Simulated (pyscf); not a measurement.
Single points on ωB97X-D3(BJ)/def2-SVP structures (PySCF, gas phase).

Question: How much does it cost (ΔH, 298 K, ωB97M-D3(BJ)/def2-TZVP) to split H₃Ge–Te–GeH₃ at its Ge–Te bond into GeH₃• + H₃Ge–Te•?

Answer: Ge–Te to GeH₃• + H₃Ge–Te•: 59.4 kcal/mol. The 7 functionals that were run give +54.0 (M06-2X) to +71.2 kcal/mol (ωB97X-D3(BJ)/def2-TZVP). Other isomers of H₃Ge–Te• were not searched in full and may lie lower. Elements up to Kr have no core potential and no relativistic terms here. Elements past Kr carry the def2 core potentials, without spin-orbit coupling.
